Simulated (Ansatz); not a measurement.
CClF, SMILES `F[C]Cl` (excited triplet) (charge 0, multiplicity 3). This triplet is an excited state, 1.58 eV above the relaxed singlet at the level composite: frozen-core CCSD(T) with HF/cc-pVQZ and the correlation energy extrapolated as X^-3 from cc-pVTZ and cc-pVQZ, plus CCSDT(Q) minus CCSD(T) in cc-pVDZ // PBE0-D3(BJ)/def2-TZVP (Ansatz, a quantum-chemistry and plane-wave program).

These are CAM-B3LYP/cc-pVTZ // PBE0-D3(BJ)/def2-TZVP run with Ansatz values and carry that method's errors.

Ansatz 0.2 input:
```yaml
crystal:
  periodic: [false, false, false]
  atoms:
    - { symbol: F, position_ang: [-1.234551, -0.293348, 0.000005] }
    - { symbol: C, position_ang: [-0.160052, 0.451444, 0.0] }
    - { symbol: Cl, position_ang: [1.394604, -0.158096, -0.000005] }
basis:
  gaussian: { orbitals: cc-pVTZ }
hamiltonian:
  xc: cam_b3lyp
magnetization:
  spin_polarized: true
  initial_magnetization: 2
```

Output:

```
Functional definition: CAM-B3LYP
598 factors; their error is unknown
110 factors; integrals over basis functions are off by at most 2.9e-5 eV
mean field evaluation 1: about -16272.4959 eV, gradient 1.3e1 eV
mean field evaluation 2: about -16272.7216 eV, gradient 1.4e1 eV
mean field evaluation 4: about -16273.3144 eV, gradient 1.1e0 eV
mean field evaluation 8: about -16273.3271 eV, gradient 4.3e-2 eV
mean field evaluation 16: about -16273.3792 eV, gradient 2.4e-4 eV
mean field -16273.37918310 eV, -598.0356544863 hartree, gradient 2.4e-5 eV, S^2 2.006020; 0 other end points of the search recorded, 0 dependent functions left out
reference -16273.37927040 eV, -598.0356576946 hartree; 17, 15 occupied and 77, 79 virtual orbitals, 598 factors
Total energy: -16273.37927040 eV, -598.0356576946 hartree
```
